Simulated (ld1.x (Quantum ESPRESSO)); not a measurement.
# Scattering properties, PAW potential for Ag

ld1.x (Quantum ESPRESSO) 7.5 input, shortened:

```
&input
   title='Ag', zed=47., rel=1, dft='PBE', iswitch=3,
   config='[Kr] 4d10 5s1 5p0'
 /
 &inputp
   pseudotype=3, lpaw=.true., tm=.true., lloc=-2, rcloc=3.00,
   nlcc=.true.,
   which_augfun='BESSEL', rmatch_augfun=1.20
 /
6
5S  1  0   1.00   0.00  2.15  2.70  0.0
5S  1  0   0.00   1.05  2.15  2.70  0.0
5P  2  1   0.00   0.00  3.95  4.55  0.0
5P  2  1   0.00   1.25  3.95  4.55  0.0
4D  3  2  10.00   0.00  1.40  1.55  0.0
4D  3  2   0.00   0.50  1.40  1.55  0.0
 &test
   configts(1)='4d10 5s1 5p0'
 /
```

The phase is arctan(r·u′/u) with u = r·R(r), unwrapped; energies in Ry, scanned from -3 to 5 Ry. A pole is an energy at which the radial function vanishes at the test radius. The pseudo phase is shifted by a multiple of π to meet the all-electron one at the reference energy, and phase errors are pseudo minus all-electron; the curves can meet again beyond the range given. Levels narrower than the energy grid can be missing from the lists of poles.

```csv
channel,radius (bohr),reference energy (Ry),"poles, all-electron","poles, pseudo",unbroken range about the reference energy with phases within 0.05 rad,phase error 1 Ry above the reference energy (rad)
s,4.92,-0.32,"-0.20, 1.63, 4.61","-0.20, 1.63, 4.48",below 2.9,+0.000
p,4.92,-0.05,"0.27, 2.19","0.27, 2.12, 4.20",below 2.6,-0.008
d,4.92,-0.55,"-0.55, 1.07, 3.29","-0.55, 1.07, 3.32",below 2.0,+0.000
```

Phases in the s channel:

```tsv
E (Ry)	all-electron	pseudo
-3.00	1.449	1.449
-2.76	1.444	1.444
-2.52	1.437	1.437
-2.28	1.430	1.430
-2.04	1.421	1.421
-1.80	1.409	1.409
-1.56	1.395	1.395
-1.32	1.376	1.376
-1.08	1.348	1.348
-0.84	1.299	1.299
-0.60	1.174	1.174
-0.36	-0.651	-0.651
-0.12	-1.671	-1.671
0.12	-1.842	-1.842
0.36	-2.106	-2.106
0.60	-3.204	-3.204
0.84	-4.296	-4.296
1.08	-4.540	-4.540
1.32	-4.639	-4.639
1.56	-4.699	-4.699
1.80	-4.745	-4.745
2.04	-4.790	-4.790
2.28	-4.845	-4.846
2.52	-4.936	-4.939
2.76	-5.173	-5.189
3.00	-6.469	-6.586
3.24	-7.476	-7.503
3.48	-7.667	-7.680
3.72	-7.743	-7.753
3.96	-7.787	-7.795
4.20	-7.816	-7.825
4.44	-7.840	-7.850
4.68	-7.860	-7.874
4.92	-7.879	-7.901
```
